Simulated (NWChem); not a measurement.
System: CH6AuNO; SMILES C[O][Au]<-[NH3]

Input file for NWChem:

```
start job
memory heap 200 mb stack 900 mb global 1100 mb
geometry units angstroms
  Au    -0.045899     0.129855    -0.086440
  O      0.828367    -0.815610     1.422993
  C      0.808299    -2.195050     1.512890
  H      1.302463    -2.687154     0.659241
  H      1.349109    -2.482448     2.423857
  H     -0.212404    -2.604938     1.584636
  N     -0.935724     1.239336    -1.634884
  H     -1.696442     1.799414    -1.266590
  H     -1.301363     0.622877    -2.352003
  H     -0.249645     1.857166    -2.053937
end
basis spherical
  * library def2-svp
end
ecp
  Au library def2-ecp
end
dft
  xc xpbe96 cpbe96
  disp vdw 4
  iterations 150
end
driver
  maxiter 120
end
task dft optimize
```

NWChem printed, in part:

```
             Northwest Computational Chemistry Package (NWChem) 7.3.0
             --------------------------------------------------------

 C1  symmetry detected

                             Geometry "geometry" -> ""
                             -------------------------

 Output coordinates in angstroms (scale by  1.889725989 to convert to a.u.)

  No.       Tag          Charge          X              Y              Z
 ---- ---------------- ---------- -------------- -------------- --------------
    1 Au                  79.0000     0.05641472    -0.19442759     0.00004641
    2 O                    8.0000     0.48722188     1.74233213    -0.00019689
    3 C                    6.0000    -0.51104413     2.69878592    -0.00002869
    4 H                    1.0000    -1.15935802     2.64110537     0.88960218
    5 H                    1.0000    -0.03272779     3.68678539    -0.00214198
    6 H                    1.0000    -1.16209286     2.63875016    -0.88745280
    7 N                    7.0000    -0.27772428    -2.27018444    -0.00021166
    8 H                    1.0000     0.05964350    -2.67510824    -0.86637528
    9 H                    1.0000    -1.26681198    -2.47317294     0.09184500
   10 H                    1.0000     0.21714432    -2.69866200     0.77408529

 Effective nuclear repulsion energy (a.u.)     542.5451808545

                                Z-matrix (autoz)
                                --------

 Units are Angstrom for bonds and degrees for angles

      Type          Name      I     J     K     L     M      Value
      ----------- --------  ----- ----- ----- ----- ----- ----------
    1 Stretch                  1     2                       1.98410
    2 Stretch                  1     7                       2.10248
    3 Stretch                  2     3                       1.38251
    4 Stretch                  3     4                       1.10231
    5 Stretch                  3     5                       1.09769
    6 Stretch                  3     6                       1.10227
    7 Stretch                  7     8                       1.01391
    8 Stretch                  7     9                       1.01389
    9 Stretch                  7    10                       1.01392
   10 Bend                     1     2     3               121.23407
   11 Bend                     1     7     8               109.96924
   12 Bend                     1     7     9               110.65196
   13 Bend                     1     7    10               109.85032
   14 Bend                     2     7     8               109.26842
   15 Bend                     2     7     9               112.29353
   16 Bend                     2     7    10               108.88788
   17 Bend                     2     3     4               112.86589
   18 Bend                     2     3     5               107.94172
   19 Bend                     2     3     6               112.87408
   20 Bend                     4     3     5               107.75411
   21 Bend                     4     3     6               107.42905
   22 Bend                     5     3     6               107.74881
   23 Bend                     7     2     3               122.98125
   24 Bend                     8     7     9               108.79644
   25 Bend                     8     7    10               108.73632
   26 Bend                     9     7    10               108.79556
   27 Torsion                  1     2     3     4          61.13230
   28 Torsion                  1     2     3     5        -179.89424
   29 Torsion                  1     2     3     6         -60.92242
   30 Torsion                  3     2     7     8         115.18886
   31 Torsion                  3     2     7     9          -5.62344
   32 Torsion                  3     2     7    10        -126.17511
   33 Torsion                  2     3     1     7        -179.96153
   34 Torsion                  2     1     8     7         172.05956
   35 Torsion                  2     1     9     7        -178.96285
   36 Torsion                  2     1    10     7        -173.02927

                           NWChem Geometry Optimization
                           ----------------------------

 maximum gradient threshold         (gmax) =   0.000450
 rms gradient threshold             (grms) =   0.000300
 maximum cartesian step threshold   (xmax) =   0.001800
 rms cartesian step threshold       (xrms) =   0.001200
 fixed trust radius                (trust) =   0.300000
 source of zmatrix                         =   autoz

          -------------------
          Energy Minimization
          -------------------

 Using diagonal initial Hessian
 Scaling for Hessian diagonals: bonds = 1.00  angles = 0.25  torsions = 0.10

          --------
          Step   0

                                 NWChem DFT Module
                                 -----------------

[...]

      ----------------------
      Optimization converged
      ----------------------

  Step       Energy      Delta E   Gmax     Grms     Xrms     Xmax
  ---- ---------------- -------- -------- -------- -------- --------
@    8    -307.14642607 -8.6D-08  0.00010  0.00002  0.00033  0.00099
                                     ok       ok       ok       ok

                                Z-matrix (autoz)
                                --------

 Units are Angstrom for bonds and degrees for angles

      Type          Name      I     J     K     L     M      Value     Gradient
      ----------- --------  ----- ----- ----- ----- ----- ---------- ----------
    1 Stretch                  1     2                       1.96892    0.00005
    2 Stretch                  1     7                       2.10444   -0.00010
    3 Stretch                  2     3                       1.40126    0.00004
    4 Stretch                  3     4                       1.12039    0.00000
    5 Stretch                  3     5                       1.11685    0.00002
    6 Stretch                  3     6                       1.12038    0.00000
    7 Stretch                  7     8                       1.03090   -0.00004
    8 Stretch                  7     9                       1.03030   -0.00004
    9 Stretch                  7    10                       1.03096   -0.00004
   10 Bend                     1     2     3               118.48341   -0.00000
   11 Bend                     1     7     8               111.93739   -0.00000
   12 Bend                     1     7     9               111.30396    0.00001
   13 Bend                     1     7    10               111.83862   -0.00000
   14 Bend                     2     7     8               111.00319   -0.00000
   15 Bend                     2     7     9               113.50109    0.00001
   16 Bend                     2     7    10               110.56382   -0.00001
   17 Bend                     2     3     4               114.43571   -0.00001
   18 Bend                     2     3     5               107.81132   -0.00000
   19 Bend                     2     3     6               114.43835   -0.00001
   20 Bend                     4     3     5               106.44374    0.00001
   21 Bend                     4     3     6               106.70855    0.00001
   22 Bend                     5     3     6               106.44405    0.00001
   23 Bend                     7     2     3               120.84166   -0.00000
   24 Bend                     8     7     9               107.11553   -0.00000
   25 Bend                     8     7    10               107.26407    0.00000
   26 Bend                     9     7    10               107.10040   -0.00000
   27 Torsion                  1     2     3     4          61.86851   -0.00000
   28 Torsion                  1     2     3     5        -179.93092    0.00000
   29 Torsion                  1     2     3     6         -61.72835    0.00001
   30 Torsion                  3     2     7     8         115.39538   -0.00000
   31 Torsion                  3     2     7     9          -5.31530   -0.00000
   32 Torsion                  3     2     7    10        -125.68619   -0.00000
   33 Torsion                  2     3     1     7        -179.98993    0.00000
   34 Torsion                  2     1     8     7         169.45160    0.00000
   35 Torsion                  2     1     9     7        -178.55922    0.00000
   36 Torsion                  2     1    10     7        -170.74639   -0.00000

                         Geometry "geometry" -> "geometry"
                         ---------------------------------

 Output coordinates in angstroms (scale by  1.889725989 to convert to a.u.)

  No.       Tag          Charge          X              Y              Z
 ---- ---------------- ---------- -------------- -------------- --------------
    1 Au                  79.0000     0.06296282    -0.17220912    -0.00139269
    2 O                    8.0000     0.53044999     1.74040798    -0.00260751
    3 C                    6.0000    -0.50730071     2.68199870     0.00023544
    4 H                    1.0000    -1.17127622     2.63722998     0.90157658
    5 H                    1.0000    -0.04580038     3.69904127    -0.00227041
    6 H                    1.0000    -1.17765049     2.63569195    -0.89627472
    7 N                    7.0000    -0.27243049    -2.24975503    -0.00067031
    8 H                    1.0000     0.05697321    -2.69335920    -0.87099347
    9 H                    1.0000    -1.27552805    -2.46695718     0.08954206
   10 H                    1.0000     0.21026567    -2.71588558     0.78202658

 Effective nuclear repulsion energy (a.u.)     543.6908034819

                Final and change from initial internal coordinates
                --------------------------------------------------

                                Z-matrix (autoz)
                                --------

 Units are Angstrom for bonds and degrees for angles

[...]
```

Level: PBE-D3(BJ)/def2-SVP with def2 effective core potentials on Au. No frequency run checked for a minimum. def2 effective core potentials on Au; no spin-orbit coupling.
